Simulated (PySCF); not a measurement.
Rigid-rotor lines calculated for a species of formula C6H10N2Si (commonest isotopes; PySCF, PBE0-D3(BJ)/def2-SVP geometry optimisation, gas phase), labelled J(Ka,Kc):

```
     transition     MHz
1(0,1) ← 0(0,0)  1317.6
2(1,1) ← 1(1,0)  2712.0
2(0,2) ← 1(0,1)  2633.7
2(1,2) ← 1(1,1)  2558.2
1(1,1) ← 0(0,0)  4472.1
```

Question: Find the rotational constants.

Answer: 1(0,1) ← 0(0,0) is B + C, 2(1,1) ← 1(1,0) is 3B + C and 2(1,2) ← 1(1,1) is B + 3C, so B − C is half the difference of the last two, 76.9 MHz. 1(1,1) ← 0(0,0) is A + C. A = 3851.8, B = 697.2, C = 620.3 MHz.

Question: What moments of inertia, asymmetry and inertial defect follow?

Answer: I = 505379 MHz·u·Å² over each constant: Ia = 131.21, Ib = 724.86, Ic = 814.68 u·Å²; κ = (2B − A − C)/(A − C) = -0.952 (near-prolate asymmetric top); Δ = Ic − Ia − Ib = -41.38 u·Å².

Question: Which dipole components do these lines need?

Answer: μa and μb (a-type: ΔKa even, ΔKc odd; b-type: both odd). The calculation gives |μa| = 0.58 D, |μb| = 0.81 D, |μc| = 1.25 D.

Question: Predict further lines from these constants: 3(1,2) ← 2(1,1); 4(1,3) ← 4(0,4); 3(3,0) ← 2(2,1); 4(3,2) ← 4(2,2); 4(4,1) ← 3(3,1); 2(2,0) ← 1(1,0); 4(3,1) ← 3(2,1); 2(2,0) ← 1(1,1); 4(3,1) ← 3(2,2); 2(2,0) ← 2(1,1).

Answer: 
```tsv
transition	MHz	type	branch
4(1,3) ← 4(0,4)	3594	b	Q
3(1,2) ← 2(1,1)	4067	a	R
2(2,0) ← 2(1,1)	9465	b	Q
2(2,0) ← 1(1,0)	12177	c	R
2(2,0) ← 1(1,1)	12254	b	R
4(3,2) ← 4(2,2)	15949	c	Q
3(3,0) ← 2(2,1)	19919	b	R
4(3,1) ← 3(2,1)	21232	c	R
4(3,1) ← 3(2,2)	21239	b	R
4(4,1) ← 3(3,1)	27621	c	R
```

Question: Which structure gave them?

Answer: `[SiH3]NNC1=CC=CC=C1`, point group C1. Three constants can't fix a structure by themselves; this is the one that was computed:
```
atom  x, y, z in Å
Si1    3.294   -0.075    0.863
N2     2.035   -0.373   -0.300
N3     1.156    0.630   -0.622
C4    -0.176    0.562   -0.235
C5    -0.619   -0.363    0.721
C6    -1.956   -0.379    1.111
C7    -2.874    0.512    0.560
C8    -2.434    1.430   -0.396
C9    -1.103    1.458   -0.793
H10    2.737    0.417    2.159
H11    4.288    0.934    0.381
H12    3.980   -1.389    1.053
H13    1.888   -1.269   -0.760
H14    1.330    1.103   -1.503
H15    0.097   -1.062    1.155
H16   -2.282   -1.105    1.859
H17   -3.921    0.493    0.868
H18   -3.139    2.135   -0.843
H19   -0.767    2.183   -1.541
```

The values belong to one conformer (point group C1) with, in the numbering `[SiH3:1][NH:2][NH:3][c:4]1[cH:5][cH:6][cH:7][cH:8][cH:9]1`, Si1–N2–N3–C4 -111°, N2–N3–C4–C5 14°. Whether it is a minimum is left open (no frequencies). These are rigid-rotor constants of the computed structure; measured ground-state constants (B0) also hold zero-point vibration. A rigid rotor knows nothing of inversion at nitrogen or internal rotation, which can split or shift real lines. Quadrupole hyperfine structure (14N) is left out.
